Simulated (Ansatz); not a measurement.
`F/C(Br)=C(\F)I`. The species carries charge 0 and has multiplicity 1. I takes the def2 core potential. The structure was optimised at the PBE0-D4/def2-TZVP level.

```xyz
6

F    -1.841    0.247   -0.122
C    -0.604    0.118    0.330
Br   -0.445    0.276    2.170
C     0.393   -0.107   -0.522
F     0.121   -0.196   -1.818
I     2.377   -0.339   -0.037
```

Problem. What is the dipole moment at B3LYP/def2-TZVPP? (Estimate.)

Solution. The calculation gave: 1.44 D, with components (1.07, -0.06, 0.97) D in this frame, pointing from negative to positive charge.

Problem. And with PBE, r2SCAN, ωB97M-V? (Best estimate.)

Solution. Ansatz gave: PBE 1.18 D, r2SCAN 1.21 D, ωB97M-V 1.43 D.

Problem. Give the Mulliken charges with B3LYP, ωB97M-V, PBE in def2-TZVPP. (Estimate.)

Solution. The calculation gave: 
| atom | B3LYP | ωB97M-V | PBE |
| --- | --- | --- | --- |
| F1 | -0.15 | -0.15 | -0.11 |
| C2 | 0.12 | 0.10 | 0.08 |
| Br3 | 0.02 | 0.04 | 0.01 |
| C4 | 0.09 | 0.05 | 0.07 |
| F5 | -0.16 | -0.15 | -0.11 |
| I6 | 0.09 | 0.10 | 0.06 |

B3LYP here is the variant with VWN-RPA as its local correlation; programs differ in this.
